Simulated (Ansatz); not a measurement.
Input file for Ansatz (a program for electronic structure): R-RI-MP2/cc-pV(Q+d)Z on O2Si (SMILES O=[Si]=O). The basis file is the Basis Set Exchange's JSON of that set.

Ansatz 0.2 input:
```yaml
crystal:
  periodic: [false, false, false]
  atoms:
    - {symbol: Si, position_ang: [0.00000233, 0.00000142, -0.00006175]}
    - {symbol: O, position_ang: [1.51016225, -0.00362466, 0.00799300]}
    - {symbol: O, position_ang: [-1.51016458, 0.00362324, -0.00803125]}
basis:
  gaussian:
    orbitals: cc-pV_Q+d_Z.json
    fitting: {mean_field: def2-universal-JKFIT, correlation: cc-pVQZ-RIFIT.json}
magnetization: {spin_polarized: false}
correlation: {method: mp2, electrons: outside_noble_gas}
scf: {lower_state_search: off}
```

It printed:

```
WARN ansatz: RAYON_NUM_THREADS=4 ignored (pool sized by the plan → 4); use --threads N
Functional definition: HF
these checks for a lower state are left out or cut short: stability, starts, cluster_reference, orbital_swaps, neighbouring_geometries, increment
integrals: 0.09 GiB planned
282 factors; integrals over basis functions are off by at most 1.2e0 eV
422 factors; integrals over basis functions are off by at most 6.2e-1 eV
mean field: 0.24 GiB planned
mean field evaluation 1: about -11933.2706 eV, gradient 5.5e1 eV
mean field evaluation 2: about -11934.4555 eV, gradient 5.1e1 eV
mean field evaluation 4: about -11938.7480 eV, gradient 7.4e-1 eV
mean field evaluation 8: about -11938.7533 eV, gradient 1.5e-6 eV
mean field -11938.75329248 eV, -438.7410911209 hartree, gradient 1.5e-6 eV, S^2 0.000000; 0 other end points of the search recorded, 0 dependent functions left out
7 core orbitals not correlated
reference -11938.75329248 eV, -438.7410911209 hartree; 8, 8 occupied and 159, 159 virtual orbitals, 422 factors
second order -17.23217604 eV of doubles, -0.00000000 eV of singles
Total energy: -11955.98546852 eV, -439.3743619100 hartree
Checks for a lower state left out: stability, starts, cluster_reference, orbital_swaps, neighbouring_geometries, increment
```

The calculation finished and met its thresholds.

Cost: around 0.8 core-seconds (rough).
